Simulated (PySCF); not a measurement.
C3H7N, singlet, at a GFN2-xTB geometry. Base run: CCSD(T)/cc-pVDZ in PySCF.

The PySCF input:
```python
from pyscf import gto, scf, cc

mol = gto.Mole()
mol.atom = '''
    C    -0.06580601    0.99729477   -0.39670693
    C     1.04464127    0.06872922    0.11203107
    N     0.07814027   -1.03114874    0.16773428
    C    -1.04743419   -0.10398589    0.02487168
    H    -0.16586267    1.95194010    0.11321420
    H    -0.03421656    1.15657459   -1.47057350
    H     1.86989258   -0.13263060   -0.57418912
    H     1.45363629    0.37709741    1.08129371
    H     0.09024967   -1.60076578    1.00582765
    H    -1.58005518    0.12664547    0.95490501
    H    -1.76903245   -0.43304870   -0.72579288
'''
mol.basis = 'cc-pvdz'
mol.verbose = 4
mol.max_memory = 1800
mol.build()

mf = scf.RHF(mol)
mf.kernel()

mycc = cc.CCSD(mf, frozen=4)
mycc.kernel()
et = mycc.ccsd_t()
print('E(CCSD(T)) = %.10f' % (mycc.e_tot + et))
```

Variants of this job, named by their change:

| change | ΔE vs base (kcal/mol) | MP2 correlation (Eh) | CC correlation without the perturbative part (Eh) | basis functions |
|---|---|---|---|---|
| base | 0.000 | -0.58848 | -0.63539 | 91 |
| method = cisd | 69.7 | - | - | 91 |
| method = ccsd | 11.99 | -0.58848 | -0.63539 | 91 |
| method = mp2 | … | -0.58848 | - | 91 |

**Question.** Some entries are withheld; supply them.

**Answer.** 
- method = mp2, ΔE vs base (kcal/mol): 41.43
